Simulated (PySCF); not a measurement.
4-oxopentanal, C5H8O2.
Z-matrix (Å and degrees, GFN2-xTB geometry), rows numbered from 1:
```
C 
C   1  1.5026
O   2  1.2042  1  123.38
C   2  1.5211  1  114.58  3   179.84
C   4  1.5254  2  110.29  1   149.56
C   5  1.5009  4  111.06  2   -70.07
O   6  1.1983  5  125.27  4    -3.38
H   1  1.0893  2  107.67  3   104.68
H   1  1.0871  2  110.92  3  -136.98
H   1  1.0867  2  110.58  3   -14.14
H   4  1.0926  2  107.39  1   -90.34
H   4  1.0899  2  109.92  1    27.56
H   5  1.0934  4  109.86  2    48.90
H   5  1.0924  4  111.92  2   168.54
H   6  1.1077  5  113.54  4   176.71
```

The geometry is computed with GFN2-xTB (gas phase).

Masses are those of the commonest isotopes; rigid-rotor values at the optimised geometry. The values belong to one conformer with, in the numbering `[CH3:1][C:2](=[O:3])[CH2:4][CH2:5][CH:6]=[O:7]`, C1–C2–C4–C5 150°, C2–C4–C5–C6 -70°, C4–C5–C6–O7 -3°.

(1) Give the principal moments of inertia and the rotational constants in MHz.

(2) What kind of rotor is it?

(3) Is it planar, by Δ = Ic − Ia − Ib?

(4) Estimate the classical rotational partition function at 10 K, 200 K and 500 K.

## Answers

(1) Ia = 120.24, Ib = 265.53, Ic = 290.83 u·Å²; 505379 MHz·u·Å²/I gives A = 4203, B = 1903, C = 1738 MHz.

(2) An asymmetric top; Ray's κ = -0.866.

(3) Not planar: Δ = Ic − Ia − Ib = -94.94 u·Å². For a rigid frame Δ = −2 Σ m c², so Σ m c² = 47.47 u·Å² lies off the ab plane: 9.52 from hydrogen and 37.95 from heavier atoms. The atom farthest from that plane is 1.69 Å away.

(4) Point group C1, symmetry number σ = 1; q = (√π/σ)·√((kT/h)³/(ABC)), k/h = 20836.6 MHz/K: 1430 at 10 K, 128000 at 200 K, 506000 at 500 K.

Not checked by GFN2-xTB frequencies. These are rigid-rotor constants of the computed structure; measured ground-state constants (B0) also hold zero-point vibration.
